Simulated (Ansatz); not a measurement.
Cost and result up the ladder for Sn(OEt)Me3 (C₅H₁₄OSn) (21 atoms). The state is a singlet with charge 0. Geometry: PBE-D4/def2-SVP.

```xyz
21

C     1.539   -1.063    0.611
C     2.623   -2.038    0.167
C    -2.185   -0.340    1.143
C    -1.585    0.698   -2.279
C     0.003    2.454    0.461
O     0.753   -0.707   -0.505
Sn   -0.807    0.574   -0.267
H     2.025   -0.169    1.086
H     0.928   -1.542    1.422
H     3.267   -2.340    1.019
H     2.165   -2.948   -0.270
H     3.262   -1.573   -0.612
H    -3.077    0.305    1.270
H    -1.695   -0.474    2.126
H    -2.504   -1.328    0.758
H    -2.378    1.468   -2.343
H    -2.004   -0.283   -2.574
H    -0.763    0.962   -2.970
H    -0.811    3.198    0.575
H     0.748    2.841   -0.261
H     0.494    2.305    1.443
```

Ansatz on 4 threads of AMD EPYC 9R45 on a shared host. Times are rough, and most runs start from the orbitals of an earlier one. r2SCAN0-D4/def2-TZVP serves as the yardstick here, not as an exact answer. Differences are given only for rows in sets of like size (and for xTB, whose basis is part of the method), since another set adds its own error. Binding counts from free atoms at the same level (C triplet, O triplet, Sn triplet, H doublet; other spins of the atoms weren't run), without zero-point energy or a counterpoise term.

In the def2 sets Sn takes a core potential; there is no spin–orbit coupling. LC-ωPBE has ω = 0.4 bohr⁻¹. Correlated methods freeze 10 core orbitals; core or outer-core shells of Sn are correlated, in sets that lack core-valence functions.

Correlated methods converge slowly with the basis.

```json
{"level": "PBE-D4/def2-SVP", "functions": "180", "wall time": "1 s", "binding energy per atom (eV)": "3.92", "difference from r2SCAN0-D4/def2-TZVP (eV)": "–"}
{"level": "PBE0-D4/def2-SVP", "functions": "180", "wall time": "1.4 s", "binding energy per atom (eV)": "3.87", "difference from r2SCAN0-D4/def2-TZVP (eV)": "–"}
{"level": "PBE-D4/def2-TZVP (with forces)", "functions": "320", "wall time": "2.2 s", "binding energy per atom (eV)": "3.90", "difference from r2SCAN0-D4/def2-TZVP (eV)": "0.10"}
{"level": "LC-ωPBE/def2-TZVP", "functions": "320", "wall time": "2.5 s", "binding energy per atom (eV)": "3.83", "difference from r2SCAN0-D4/def2-TZVP (eV)": "0.02"}
{"level": "r2SCAN-D4/def2-TZVP", "functions": "320", "wall time": "2.8 s", "binding energy per atom (eV)": "3.85", "difference from r2SCAN0-D4/def2-TZVP (eV)": "0.04"}
{"level": "PBE0-D4/def2-TZVP", "functions": "320", "wall time": "3.4 s", "binding energy per atom (eV)": "3.85", "difference from r2SCAN0-D4/def2-TZVP (eV)": "0.05"}
{"level": "MP2/def2-TZVP", "functions": "320", "wall time": "3.8 s", "binding energy per atom (eV)": "3.74", "difference from r2SCAN0-D4/def2-TZVP (eV)": "-0.06"}
{"level": "r2SCAN0-D4/def2-TZVP", "functions": "320", "wall time": "3.9 s", "binding energy per atom (eV)": "3.80", "difference from r2SCAN0-D4/def2-TZVP (eV)": "0.00"}
```
